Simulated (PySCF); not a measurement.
PySCF input (CCSD(T)/cc-pVDZ):

```python
from pyscf import gto, scf, mp, cc as ccmod

mol = gto.M(
    atom='''
    Al   -0.00000000   -0.00000000   -1.20443026
    Cl    0.00000000    0.00000000    0.92103490
    ''',
    basis='cc-pvdz',
    charge=0,
    spin=2,
    symmetry='C2v',
    verbose=4,
)

mf = scf.UHF(mol)
mf.conv_tol = 1e-10
mf.max_cycle = 100
mf.kernel()
mp2 = mp.MP2(mf, frozen=10).run()
cc = ccmod.CCSD(mf, frozen=10)
cc.max_cycle = 100
cc.kernel()
et = cc.ccsd_t()
print(f'E(CCSD(T)) = {cc.e_tot + et:.9f}')
```

End of the output:

```
Extra cycle  E= -701.404928676713  delta_E= -6.82e-13  |g|= 3.68e-07  |ddm|= 1.24e-06
converged SCF energy = -701.404928676713  <S^2> = 2.0026494  2S+1 = 3.0017658

******** <class 'pyscf.mp.ump2.UMP2'> ********
nocc = (np.int64(6), np.int64(4)), nmo = (26, 26)
frozen orbitals 10
E(UMP2) = -701.561758645958  E_corr = -0.156829969244035
E(SCS-UMP2) = -701.554501198421  E_corr = -0.149572521707352
E_corr(same-spin) = -0.0445655092909501
E_corr(oppo-spin) = -0.112264459953085

******** <class 'pyscf.cc.uccsd.UCCSD'> ********
CC2 = 0
CCSD nocc = (np.int64(6), np.int64(4)), nmo = (26, 26)
frozen orbitals 10
max_cycle = 100
direct = 0
conv_tol = 1e-07
conv_tol_normt = 1e-06
diis_space = 6
diis_start_cycle = 0
diis_start_energy_diff = 1e+09
Init t2, MP2 energy = -0.15682996598583
Init E_corr(UCCSD) = -0.156829965985998
cycle = 1  E_corr(UCCSD) = -0.168265531646259  dE = -0.0114355657  norm(t1,t2) = 0.0512713
cycle = 2  E_corr(UCCSD) = -0.171377674727134  dE = -0.00311214308  norm(t1,t2) = 0.0206902
cycle = 3  E_corr(UCCSD) = -0.172899928420754  dE = -0.00152225369  norm(t1,t2) = 0.0127903
cycle = 4  E_corr(UCCSD) = -0.173360365574666  dE = -0.000460437154  norm(t1,t2) = 0.00444883
cycle = 5  E_corr(UCCSD) = -0.173244135950539  dE = 0.000116229624  norm(t1,t2) = 0.00207881
cycle = 6  E_corr(UCCSD) = -0.173268827376159  dE = -2.46914256e-05  norm(t1,t2) = 0.00058607
cycle = 7  E_corr(UCCSD) = -0.173277119030312  dE = -8.29165415e-06  norm(t1,t2) = 0.000231249
cycle = 8  E_corr(UCCSD) = -0.173276683624561  dE = 4.35405751e-07  norm(t1,t2) = 7.76915e-05
cycle = 9  E_corr(UCCSD) = -0.17327584545585  dE = 8.38168711e-07  norm(t1,t2) = 3.51901e-05
cycle = 10  E_corr(UCCSD) = -0.173275641738186  dE = 2.03717664e-07  norm(t1,t2) = 8.76812e-06
cycle = 11  E_corr(UCCSD) = -0.173275556777895  dE = 8.49602912e-08  norm(t1,t2) = 3.83153e-06
cycle = 12  E_corr(UCCSD) = -0.173275510758923  dE = 4.60189716e-08  norm(t1,t2) = 1.53371e-06
cycle = 13  E_corr(UCCSD) = -0.173275496847908  dE = 1.39110156e-08  norm(t1,t2) = 7.6743e-07
UCCSD converged
E(UCCSD) = -701.5782041735614  E_corr = -0.1732754968479076
UCCSD(T) correction = -0.00398308993066579
E(CCSD(T)) = -701.582187263
```

This is an excited triplet: at this geometry the singlet lies 2.97 eV lower at CCSD(T)/CBS(aug-cc-pV(T+d)Z,aug-cc-pV(Q+d)Z).
